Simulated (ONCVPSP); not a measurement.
N: excitation energies, all-electron against ONCV

```
Element                 : N
Generator               : ONCVPSP 4.0.1
Type                    : optimised norm-conserving Vanderbilt (ONCV)
Functional              : PBE
Relativity              : fully relativistic
Frozen core             : [He]
Valence charge          : 5
Reference configuration : 2s2 2p1 (charge +2)
Partial waves           : 2s: rc 0.95 bohr, ncon 4, nbas 7, qcut 7.9 1/bohr, 2 projectors, debl 0.3 Ha; 2p: rc 1.35 bohr, ncon 5, nbas 9, qcut 9.2 1/bohr, 2 projectors, debl 2.7 Ha; d scattering state at 0.25 Ha: rc 1.20 bohr, ncon 3, nbas 6, qcut 9.1 1/bohr, 1 projector
Local potential         : polynomial inside 0.80 bohr (lpopt 5, dvloc0 2 Ha)
Core correction         : Teter function, fcfact 2.5, rcfact 1.2
```

Open shells are filled in proportion to 2j + 1.

In the s channel the program set the typed energies aside and used -1.807, 0.250 Ha.

Energies are relative to the spin-unpolarised reference configuration 2s2 2p1; without spin polarisation the order of configurations can differ from experiment.

```csv
valence configuration,charge,ΔE all-electron (eV),error AE − PS (meV)
2s2 2p3,0,-42.445,+94
2s2 2p2,+1,-28.854,+45
2s2 2p0,+3,47.082,+151
2s1 2p0,+4,124.901,+449
```

Levels in the configuration 2s1 2p0:

```json
{"level": "2s j=1/2", "all-electron (eV)": "-87.572", "pseudo (eV)": "-87.105"}
```
